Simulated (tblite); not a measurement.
Compound: C6H4F4O.
SMILES with atom numbers: `[CH2:1]=[CH:2]/[CH:3]=[C:4](/[C:5](=[O:6])[F:7])[C:8]([F:9])([F:10])[F:11]` (hydrogens: H12, H13 on C1; H14 on C2; H15 on C3)

A start from a force field or distance geometry was refined with tblite, GFN2-xTB geometry optimisation, gas phase. Values at the start:

```tsv
coordinate	start
C1=C2	1.313 Å
C1–H12	1.095 Å
C1–H13	1.083 Å
C2–C3	1.452 Å
C2–H14	1.077 Å
C3=C4	1.282 Å
C3–H15	1.116 Å
C4–C5	1.476 Å
C4–C8	1.458 Å
C5=O6	1.271 Å
C5–F7	1.361 Å
C8–F9	1.407 Å
C1–C2–C3	117.4°
C2–C3–C4	127.7°
C3–C4–C5	118.3°
C4–C5–O6	119.2°
C4–C5–F7	121.4°
C4–C8–F9	106.0°
C4–C8–F11	119.6°
C5–C4–C8	116.2°
C3–C4–C8–F9	-119°
```

**Question.** How do these coordinates change at the GFN2-xTB level?

**Answer.** 
```
 coordinate  GFN2-xTB (Å or °)  change
      C5=O6              1.180  -0.091
      C3=C4              1.351  +0.069
      C8–F9              1.340  -0.067
      C4–C8              1.512  +0.054
     C3–H15              1.085  -0.031
      C1=C2              1.335  +0.022
     C1–H12              1.076  -0.019
      C2–C3              1.435  -0.017
      C4–C5              1.469  -0.007
      C5–F7              1.367  +0.006
     C1–H13              1.078  -0.005
     C2–H14              1.078  +0.001
   C4–C5–O6              129.3   +10.1
   C4–C5–F7              111.5    -9.9
   C4–C8–F9              111.3    +5.3
  C4–C8–F11              114.6    -5.0
   C5–C4–C8              111.4    -4.8
   C1–C2–C3              120.6    +3.2
   C3–C4–C5              121.4    +3.1
   C2–C3–C4              129.6    +1.9
C3–C4–C8–F9               -118      +1
```

The energy falls by 97.9 kJ/mol over 33 L-BFGS steps, the largest force on an atom goes from 6.26 to 0.009 eV/Å, and the atoms move by 0.099 Å rms after alignment. The bond that changes most is C5=O6 (acyl halide carbon to carbonyl oxygen), which shortens by 0.091 Å. Bonds longer at the end by more than 0.005 Å: 4 of 14; shorter: 8. Rotational constants go from 1308, 994.7, 632.0 to 1296, 973.7, 615.9 MHz.

Its lowest GFN2-xTB frequency is 10 cm⁻¹, too small to tell a flat minimum from a shallow saddle. One conformer, not necessarily the lowest.

Shape of the structure used: `[CH2:1]=[CH:2]/[CH:3]=[C:4](/[C:5](=[O:6])[F:7])[C:8]([F:9])([F:10])[F:11]`: C1–C2–C3–C4 179°, C3–C4–C5–O6 180°, C3–C4–C8–F9 -118°.

All values are computed, not measured.
